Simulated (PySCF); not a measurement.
From one molecule to another.

First species: C7H11ClO2.
SMILES with atom numbers: `[CH3:1][O:2][C@:3]1([C:4](=[O:5])[Cl:6])[CH2:7][C:8]1([CH3:9])[CH3:10]` (hydrogens: H11, H12, H13 on C1; H14, H15 on C7; H16, H17, H18 on C9; H19, H20, H21 on C10)

Cartesian coordinates in Å at the GFN2-xTB level; atoms count from 1:
```
atom  x, y, z in Å
C1     2.1116    1.1931   -1.1782
O2     0.7325    1.1316   -0.8668
C3     0.4203    0.3266    0.2191
C4     0.6830    0.8756    1.5583
O5     0.7246    0.2837    2.5927
Cl6    0.9100    2.6276    1.5420
C7     0.5292   -1.1885    0.0753
C8    -0.8261   -0.5711    0.0579
C9    -1.7552   -0.7873    1.2274
C10   -1.5427   -0.4489   -1.2663
H11    2.6900    1.6392   -0.3644
H12    2.1854    1.8226   -2.0623
H13    2.5153    0.1996   -1.3994
H14    0.9419   -1.5520   -0.8536
H15    0.8393   -1.7317    0.9552
H16   -2.4628    0.0357    1.3090
H17   -2.3156   -1.7074    1.0704
H18   -1.2104   -0.8733    2.1628
H19   -2.0519   -1.3842   -1.4916
H20   -0.8452   -0.2216   -2.0664
H21   -2.2819    0.3475   -1.2216
```

Second species: C5H3F6P.
Bonds: C1–P2, P2–C3, C3–F4, C3–C5 (double), C5–F6, C5–F7, P2–C8, C8–F9, C8–C10 (double), C10–F11, C10–F12. Hydrogens: H13, H14, H15 on C1.

Levels: PBE0/pcSseg-1 for dipole moment, HOMO energy, LUMO energy and HOMO–LUMO gap; GFN2-xTB for rotational constant A and rotational constant C. Geometries: GFN2-xTB. All species are isolated and taken at one optimised geometry, non-relativistic unless stated. Electronic properties by PySCF.

Dipoles, sizes and rotational constants follow the conformer. The torsions of the flexible species, by atom-mapped SMILES:
- `[CH3:1][O:2][C@:3]1([C:4](=[O:5])[Cl:6])[CH2:7][C:8]1([CH3:9])[CH3:10]`: C1–O2–C3–C4 77°, O2–C3–C4–O5 -165°
- `[CH3:1][P:2]([C:3]([F:4])=[C:5]([F:6])[F:7])[C:8]([F:9])=[C:10]([F:11])[F:12]`: C1–P2–C3–F4 11°, C1–P2–C8–F9 109°

Problem. Which has the higher rotational constant A?

Solution. The first: 1.519 GHz against 1.326 GHz, a difference of 0.193 GHz.

Problem. Which has the higher HOMO energy?

Solution. The second: -7.03 eV against -7.78 eV, a difference of 0.75 eV.

Problem. Which of the two has the higher dipole moment, and by how much?

Solution. The first: 3.21 D against 1.71 D, a difference of 1.50 D.

Problem. Which of the two has the higher rotational constant C, and by how much?

Solution. The first: 0.764 GHz against 0.424 GHz, a difference of 0.340 GHz.

Problem. Which has the higher HOMO–LUMO gap?

Solution. The first: 6.70 eV against 6.44 eV, a difference of 0.26 eV.

Problem. Which has the higher LUMO energy?

Solution. The second: -0.59 eV against -1.08 eV, a difference of 0.49 eV.

On the first: A dipole of 3.21 D is allowed in C1, and pure rotational transitions are dipole-allowed. The dipole matches unit charges of opposite sign 0.67 Å apart (1 e·Å = 4.8032 D).

On the second: The dipole matches unit charges of opposite sign 0.36 Å apart (1 e·Å = 4.8032 D). A dipole of 1.71 D is allowed in C1, and pure rotational transitions are dipole-allowed.
